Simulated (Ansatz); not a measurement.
`F[SiH2]I` + NH₃ → `N[SiH2]F` + HI at 500 K and 1 bar (ligand exchange at the Si–I bond).

Isolated molecules relaxed with PBE0-D4/def2-TZVP in Ansatz; ΔE leaves out vibrations. CCSD(T)/CBS is the MP2 limit (def2-TZVPP, def2-QZVPP) plus CCSD(T) − MP2 in def2-TZVPP, frozen cores. This one scheme is used for every species. Elements past krypton have def2 core potentials. For I outer-core shells are correlated without core-valence functions, which leaves a few kJ/mol of doubt a bond. Each species was taken in one conformer, which may not be the lowest.

| species | CCSD(T)/CBS energy (Eh) | H − E (kJ/mol) | S (J/(mol·K)) |
| --- | --- | --- | --- |
| `F[SiH2]I` | -687.61044 | 82.2 | 336.9 |
| NH₃ | -56.50880 | 108.2 | 211.8 |
| `N[SiH2]F` | -446.07709 | 152.9 | 325.1 |
| HI | -298.03592 | 28.6 | 221.6 |

H − E and S are ideal-gas, rigid-rotor, harmonic terms from PBE0-D4/def2-TZVP, for one conformer and one mirror image of each species. 1 Eh = 2625.50 kJ/mol, R = 8.31446 J/(mol·K).

Q: By hand: ΔE, ΔH, ΔS and ΔG.

A: ΔE = (-446.07709) + (-298.03592) − (-687.61044) − (-56.50880) = 0.00623 Eh = 16.4 kJ/mol. Δ(H − E) = 152.9 + 28.6 − 82.2 − 108.2 = -8.9, so ΔH = 7.5 kJ/mol. ΔS = 325.1 + 221.6 − 336.9 − 211.8 = -2.0 J/(mol·K). ΔG = 7.5 − 500 × (-2.0)/1000 = 8.5 kJ/mol.

Q: By hand: the equilibrium constant, and the temperature at which ΔG would vanish if ΔH and ΔS stayed fixed.

A: log₁₀ K = −ΔG/(RT ln 10) = -0.9. ΔH and −TΔS have one sign here, so there is no such temperature. One of them is within its doubt of zero, so this could turn.

The number of gas molecules stays the same, so ΔS is small and ΔH decides. A doubt of 5 kJ/mol in ΔE shifts log₁₀ K by 0.5 here. Other conformers and mirror images would add mixing entropy, several J/(mol·K) or more a flexible species. These are equilibria of isolated gas molecules and say nothing of rates. Largest T1 diagnostic: 0.011 (customary marks: 0.02 for closed shells, 0.045 for open ones).
